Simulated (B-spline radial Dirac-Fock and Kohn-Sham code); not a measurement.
# Kohn-Sham estimates against Dirac-Fock for the levels of Mo

System: atomic molybdenum, [Kr] 4d4 5s1 5p1 (an excited configuration).

The density-functional columns are spherical, spin-unpolarised Dirac-Kohn-Sham results without Breit or QED terms: −ε is minus the orbital energy of the initial state and ΔSCF the difference of two total energies. The reference in the last column comes from Dirac-Fock (average of configuration) total-energy differences with a finite nucleus, the Breit interaction including its frequency dependence, and self-energy and vacuum-polarisation corrections. All numbers are from a radial B-spline solver, in eV; a selection of levels is shown. The Kohn-Sham columns are given as differences from the reference. For the 1s level of heavy atoms much of the gap between ΔSCF and the reference is the Breit and QED part, -54.4 eV here; for other levels the error of the functional can be larger.

```tsv
level	LDA −ε − DF	LDA ΔSCF − DF	Dirac-Fock
1s	-223.1	+47.7	20012.2
2s	-86.6	-41.3	2885.4
2p1/2	-62.6	-6.3	2639.6
2p3/2	-64.1	-10.2	2534.6
3s	-41.5	-26.4	520.9
3p1/2	-31.9	-16.6	426.8
3p3/2	-31.7	-16.7	409.1
3d3/2	-15.8	0.0	243.3
3d5/2	-16.0	-0.2	240.1
4p1/2	-6.6	-0.7	50.89
4p3/2	-6.7	-0.9	48.39
4d	-3.1	+1.5	10.17
5s	-1.7	+1.3	7.65
5p	-1.6	+0.7	3.78
```

Values without a named source are computed, but for edge energies of neutral atoms, which are taken from tables.
